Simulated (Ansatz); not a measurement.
The first iterations of a band of CH5AlSe (8 atoms, charge 0, multiplicity 1).

Computed with RKS BLYP/def2-SVP (Ansatz 0.2.0).

- movable images: 7
- climbing image: yes
- spring: 0.5 eV/Å²
- optimiser: quadratic models (default)
- start path: through a guess of the saddle point
- force threshold: 0.03 eV/Å
- iteration limit: 60
- end points: relaxed

First end point:

```xyz
8
Properties=species:S:1:pos:R:3
C -0.501 1.209 -0.700
Se -0.616 0.445 1.157
Al 0.629 -1.509 0.901
H -0.026 2.204 -0.630
H -1.530 1.308 -1.091
H 0.093 0.553 -1.361
H 1.265 -1.840 -0.523
H 0.780 -2.427 2.192
```

Last end point:

```xyz
8
Properties=species:S:1:pos:R:3
C -0.601 1.120 -0.767
Se -1.108 0.005 0.828
Al 0.735 -1.416 0.973
H 0.390 0.826 -1.156
H -0.583 2.178 -0.449
H -1.372 0.973 -1.545
H 1.915 -1.257 -0.087
H 0.715 -2.487 2.148
```

| iteration | highest image above the first end (eV) | largest band force component (eV/Å) |
| --- | --- | --- |
| 1 | 4.022 | 11.998 |
| 2 | 0.599 | 1.909 |
| 3 | 0.397 | 0.865 |
| 4 | 0.323 | 1.191 |
| 5 | 0.263 | 0.537 |

Problem. Does the band converge within its limit, and where does its top end?

Solution. The forces met the threshold. It ended after 16 iterations with the highest image 0.010 eV above the first end. Another band between the same ends (7 images) ends at a top of the same energy, where a vibrational analysis finds 1 clearly imaginary mode.

The run took 3.8 min on 1 thread of Intel(R) Xeon(R) Processor @ 2.70GHz (shared host), peak memory 0.14 GiB.
